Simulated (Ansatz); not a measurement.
C3H2, SMILES `[CH]C#C` (excited singlet) (charge 0, multiplicity 1). This singlet is an excited state, 0.57 eV above the relaxed triplet at the level B3LYP/cc-pVTZ // PBE0-D3(BJ)/def2-TZVP (Ansatz, a program for electronic structure).

Method: frozen-core CCSD(T)/6-31g // PBE0-D3(BJ)/def2-TZVP (Ansatz).

Ansatz 0.2 input:
```yaml
crystal:
  periodic: [false, false, false]
  atoms:
    - { symbol: C, position_ang: [-1.27073, -0.168066, 0.777046] }
    - { symbol: C, position_ang: [-0.002773, -0.129103, 0.562571] }
    - { symbol: C, position_ang: [1.259352, -0.374075, 0.553278] }
    - { symbol: H, position_ang: [-2.033919, 0.503961, 0.40512] }
    - { symbol: H, position_ang: [2.048077, 0.167287, 0.046662] }
basis:
  gaussian: { orbitals: "6-31g" }
correlation:
  method: ccsd_t
```

Output:

```
Functional definition: HF
445 factors; integrals over basis functions are off by at most 2.5e-4 eV
mean field evaluation 1: about -3115.0411 eV, gradient 1.6e1 eV
mean field evaluation 2: about -3115.0516 eV, gradient 1.6e1 eV
mean field evaluation 4: about -3116.2253 eV, gradient 2.1e0 eV
mean field evaluation 8: about -3116.2508 eV, gradient 1.8e-5 eV
mean field evaluation 16: about -3116.2150 eV, gradient 2.1e0 eV
mean field evaluation 32: about -3113.4173 eV, gradient 2.1e0 eV
mean field -3116.25061367 eV, -114.5200977820 hartree, gradient 1.7e-6 eV, S^2 0.000000; 1 other end points of the search recorded, 0 dependent functions left out; unrestricted orbitals would lower it
determinant -3116.25061367 eV, -114.5200977820 hartree, with singles and doubles -3123.59119573 eV, -114.7898591969 hartree
determinant -3113.44305796 eV, -114.4169220125 hartree, with singles and doubles -3121.18431216 eV, -114.7014078571 hartree
3 core orbitals not correlated
reference -3116.25061367 eV, -114.5200977820 hartree; 7, 7 occupied and 21, 21 virtual orbitals, 445 factors
second order -6.58230056 eV of doubles, -0.00000000 eV of singles
cycle   1  -7.34283318 eV  change   -2.3e-3 eV  update   3.2e-3
cycle   2  -7.34389711 eV  change   -1.1e-3 eV  update   2.4e-3
cycle   3  -7.34507163 eV  change   -1.2e-3 eV  update   1.4e-3
cycle   4  -7.34543872 eV  change   -3.7e-4 eV  update   4.7e-4
cycle   5  -7.34647072 eV  change   -1.0e-3 eV  update   1.2e-4
cycle   6  -7.34661223 eV  change   -1.4e-4 eV  update   3.5e-5
cycle   7  -7.34662572 eV  change   -1.3e-5 eV  update   1.3e-5
cycle   8  -7.34662731 eV  change   -1.6e-6 eV  update   4.1e-6
perturbative correction -0.38003151 eV, -0.0139659005 hartree
Total energy: -3123.97727250 eV, -114.8040472564 hartree
```
